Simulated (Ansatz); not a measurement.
Geometry optimisation, RKS PBE0-D4/def2-SVP in Ansatz.

Input:

```yaml
crystal:
  periodic: [false, false, false]
  atoms:
    - { symbol: Si, position_ang: [0.097043, -0.687022, -1.117834] }
    - { symbol: H, position_ang: [1.018402, -2.077108, 1.04213] }
    - { symbol: F, position_ang: [-1.012074, -1.716416, -0.604483] }
    - { symbol: F, position_ang: [1.468958, -1.429683, -1.455848] }
    - { symbol: F, position_ang: [-0.469993, -0.14671, -2.519053] }
    - { symbol: H, position_ang: [0.971742, -1.393396, 1.198675] }
    - { symbol: "N", position_ang: [0.373652, 0.561472, 0.085872] }
    - { symbol: C, position_ang: [-0.70155, 1.319405, 0.692708] }
    - { symbol: H, position_ang: [1.272707, 1.030468, 0.058523] }
    - { symbol: H, position_ang: [-0.439564, 1.618486, 1.720188] }
    - { symbol: H, position_ang: [-1.600788, 0.689956, 0.766945] }
    - { symbol: H, position_ang: [-0.978436, 2.230448, 0.132078] }
basis:
  gaussian: { orbitals: def2-SVP }
hamiltonian:
  xc: pbe0
  dispersion: d4
relax:
  f_tol: 0.03
  max_steps: 50
```

Launched with:

```bash
$ ansatz run input.yaml --threads 2 --pin off --max-ram 3072MiB --backend cpu --events-out ev --progress --plain --runs-dir out
```

Problem. Where does it end, and by what steps?

Solution. The run converged. The force dipped under the threshold on the way, but the program's further checks kept it going. After 21 steps the energy has fallen by 0.292 eV; H2 moved furthest, 1.45 Å.

```json
{"step": "0", "energy less start (eV)": "0.0000", "largest force component (eV/Å)": "2.558", "accepted": "yes"}
{"step": "1", "energy less start (eV)": "-0.1883", "largest force component (eV/Å)": "0.850", "accepted": "yes"}
{"step": "2", "energy less start (eV)": "-0.2464", "largest force component (eV/Å)": "0.372", "accepted": "yes"}
{"step": "3", "energy less start (eV)": "-0.2665", "largest force component (eV/Å)": "0.174", "accepted": "yes"}
{"step": "4", "energy less start (eV)": "-0.2720", "largest force component (eV/Å)": "0.073", "accepted": "yes"}
{"step": "5", "energy less start (eV)": "-0.2671", "largest force component (eV/Å)": "0.411", "accepted": "no"}
{"step": "6", "energy less start (eV)": "-0.2726", "largest force component (eV/Å)": "0.048", "accepted": "yes"}
{"step": "7", "energy less start (eV)": "-0.2743", "largest force component (eV/Å)": "0.076", "accepted": "yes"}
{"step": "8", "energy less start (eV)": "-0.2745", "largest force component (eV/Å)": "0.428", "accepted": "yes"}
{"step": "9", "energy less start (eV)": "-0.2788", "largest force component (eV/Å)": "0.126", "accepted": "yes"}
{"step": "10", "energy less start (eV)": "-0.2793", "largest force component (eV/Å)": "0.127", "accepted": "yes"}
{"step": "11", "energy less start (eV)": "-0.2818", "largest force component (eV/Å)": "0.019", "accepted": "yes"}
{"step": "12", "energy less start (eV)": "-0.2813", "largest force component (eV/Å)": "0.382", "accepted": "no"}
{"step": "13", "energy less start (eV)": "-0.2840", "largest force component (eV/Å)": "0.042", "accepted": "yes"}
{"step": "14", "energy less start (eV)": "-0.2846", "largest force component (eV/Å)": "0.211", "accepted": "yes"}
{"step": "15", "energy less start (eV)": "-0.2875", "largest force component (eV/Å)": "0.123", "accepted": "yes"}
{"step": "16", "energy less start (eV)": "-0.2892", "largest force component (eV/Å)": "0.081", "accepted": "yes"}
{"step": "17", "energy less start (eV)": "-0.2898", "largest force component (eV/Å)": "0.238", "accepted": "yes"}
{"step": "18", "energy less start (eV)": "-0.2913", "largest force component (eV/Å)": "0.062", "accepted": "yes"}
{"step": "19", "energy less start (eV)": "-0.2919", "largest force component (eV/Å)": "0.039", "accepted": "yes"}
{"step": "20", "energy less start (eV)": "-0.2922", "largest force component (eV/Å)": "0.063", "accepted": "yes"}
{"step": "21", "energy less start (eV)": "-0.2923", "largest force component (eV/Å)": "0.009", "accepted": "yes"}
```

```xyz
12
Properties=species:S:1:pos:R:3
Si -0.076 -0.522 -1.502
H 1.351 -1.568 2.363
F -1.324 -1.461 -1.150
F 1.194 -1.407 -1.907
F -0.510 0.259 -2.835
H 1.131 -1.264 1.699
N 0.314 0.437 -0.176
C -0.637 1.078 0.709
H 1.277 0.733 -0.066
H -0.342 0.953 1.764
H -1.624 0.606 0.595
H -0.754 2.156 0.506
```

Whether the end is a true minimum wasn't checked by a vibrational analysis.

Time of the run: 77 s on 2 threads of Arm Neoverse V1 (shared host), peak memory 0.28 GiB.
